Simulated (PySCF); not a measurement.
The numbers are results of PBE-D3(BJ)/def2-TZVP // CAM-B3LYP-D3(BJ)/def2-TZVP in PySCF 2.14.0, not measurements. Isolated molecules, 0 K electronic values unless said otherwise. One relaxed conformer stands for a flexible species; it need not be the lowest. Excitations are Tamm–Dancoff values on a coarser integration grid. The basis has no diffuse functions, so Rydberg states are missing or too high.

Reference species (SMILES): `ClC(C[SiH3])=C` (Cl–C–C–Si torsion 74°) (neutral, multiplicity 1).

The T1 excitation (TDA) is 4.16 eV, the brightest of the four lowest singlets (TDA) comes out as 6.40 eV and the LUMO is -1.15 eV.

Changed species: `C/C([SiH3])=C\Cl`.

**Question.** Give the shifts of the T1 excitation (TDA), brightest of the four lowest singlets (TDA) and LUMO.

**Answer.** the T1 excitation (TDA) falls by 0.03 eV, to 4.13 eV; the brightest of the four lowest singlets (TDA) falls by 0.13 eV, to 6.27 eV; the LUMO decreases by 0.23 eV, to -1.38 eV.
